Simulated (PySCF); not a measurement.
Gas-phase reaction: 2 GeH₄ → Ge₂H₆ + 2 H

Method: PySCF energies plus ideal-gas RRHO corrections (1 bar). † marks an energy on the PBE0/def2-TZVP geometry and frequencies. MP2 and CCSD(T) freeze the core. Open shells (unrestricted): H (multiplicity 2); the rest are closed-shell singlets. B3LYP is the form with VWN-RPA correlation. Ge: all electrons, no relativistic terms. MP2 isn't extrapolated to the basis-set limit. CCSD(T) isn't extrapolated to the basis-set limit.

```tsv
level	ΔH°(298 K), kJ
B3LYP/def2-TZVP†	429
CCSD(T)/def2-TZVPP†	___
HF/def2-TZVP†	337
M06-2X/def2-TZVP†	___
MP2/def2-SVP†	386
PBE/def2-TZVP†	397
PBE0/def2-QZVP†	___
PBE0/def2-SVP†	400
r2SCAN/def2-TZVP†	___
LDA/def2-TZVP†	434
```

Question: Fill in the missing entries.

Answer: 
- CCSD(T)/def2-TZVPP†, ΔH°(298 K), kJ: 418
- M06-2X/def2-TZVP†, ΔH°(298 K), kJ: 411
- PBE0/def2-QZVP†, ΔH°(298 K), kJ: 401
- r2SCAN/def2-TZVP†, ΔH°(298 K), kJ: 409
